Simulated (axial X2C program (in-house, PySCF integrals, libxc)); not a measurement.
# NiGa: from the spin-free to the two-component result

Calculated with an in-house relativistic program for diatomic molecules. Spin-free means the one-electron spin-free X2C Hamiltonian; two-component (2c) means X2C with spin–orbit coupling and atomic mean-field two-electron Coulomb and Gaunt terms, so the difference of the two also holds small scalar two-electron terms. Basis: Ga dyall-cv3z [9s9p7d4f1g], Ni dyall-cv3z [9s9p6d3f2g] (cores contracted in-house); Gaussian nuclei, density fitting, unrestricted open shells. Masses: Ga 68.926 u, Ni 57.935 u.

Spin-free state: M_S = 1/2, Λ = 2 (beyond evenly filled blocks: δ+α, δ+β, δ-α); fragments Ga + Ni.

```json
{"level": "PBE0", "Re (Å)": "2.356", "ωe (cm⁻¹)": "231.6", "De (eV)": "1.943", "μ (D)": "-0.43"}
{"level": "PBEsol", "Re (Å)": "2.307", "ωe (cm⁻¹)": "251.3", "De (eV)": "2.658", "μ (D)": "-0.71"}
```

Dipoles are positive if Ni is the positive end.

Question: Within this multiplet, which Ω should lie lowest by the rule for regular and inverted multiplets?

Answer: The open δ shell holds three electrons, one hole, so the multiplet is inverted: Ω = Λ + 1/2 = 5/2. The PBE0 2c search agrees.

Two-component determinant lowest at the distance of the search:

Ω = 5/2 (⟨Sz⟩ = 0.50, ⟨Lz⟩ = 2.00 at PBE0); fragments Ga + Ni.

```tsv
level	Re (Å)	ωe (cm⁻¹)	μ (D)
PBE0	2.357	231.4	-0.43
PBEsol	2.308	251.1	-0.71
```

Question: From the two tables, how do the constants change at the PBE0 level (2c against spin-free)?

Answer: At the PBE0 level Re is unchanged within 0.001 Å and ωe is unchanged to within 0.2 cm⁻¹.

The state is one determinant whose occupation by symmetry is held fixed; it was picked as the lowest of a PBE0 search that is not exhaustive. Dissociation energies refer to the lowest single-determinant-based atoms at the same level and basis. De is not given where an atomic determinant may have missed its ground term or J level, or where the truncated virtual space spoils (T). Density functionals use the spin component along the axis (collinear). Other states lie close and PBE0, whose exact exchange favours high spin, may order them wrongly; the determinant shown need not be the ground state. The nearest other spin-free determinant of the search, M_S = 1/2, Λ = 0, lies 0.10 eV up at the distance of the search. The functionals have no current-density term, which raises determinants with orbital currents, atoms included. At some level and bond length an empty orbital lies below a filled one.
